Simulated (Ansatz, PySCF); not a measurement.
Molecule: NaLi (charge 0, singlet). 
Structure (B3LYP-D3(BJ)/def2-TZVP (Ansatz, a quantum-chemistry and plane-wave program) minimum search):
SMILES: [Li][Na]
```xyz
2

Li     0.0000     0.0000    -2.2753
Na     0.0000     0.0000     0.6205
```

Property: atomisation energy (electronic, to ground-state atoms), in kcal/mol. Valence correlation only, unless marked. UHF or UKS for open shells. No spin-orbit coupling. No relativistic terms. The coupled-cluster limit lacks core correlation, which all-electron functionals hold. Basis-set limits of correlation are two-point, X^-3; Hartree-Fock from the larger set. [CCSD(T)-MP2]/basis is that difference in the basis named.

| level | program | atomisation energy (kcal/mol) | minus last row |
|---|---|---|---|
| HF/def2-QZVPPD | Ansatz | 1.2 | -19.0 |
| PBE0/6-31G* | Ansatz | 17.1 | -3.1 |
| M06-2X/def2-TZVPD | PySCF | 21.7 | 1.5 |
| RI-MP2/def2-TZVPP | Ansatz | 12.6 | -7.6 |
| CCSD/STO-3G | Ansatz | 156.8 | 136.6 |
| RI-MP2/CBS(def2-TZVPPD,def2-QZVPPD)+[CCSD(T)-MP2]/def2-TZVPPD | Ansatz | 21.1 | 0.9 |
| CCSD(T)/CBS(def2-TZVPPD,def2-QZVPPD) | Ansatz | 20.2 | 0.0 |

The Hartree-Fock reference is unstable (checked in the largest basis), which strains HF and MP2.
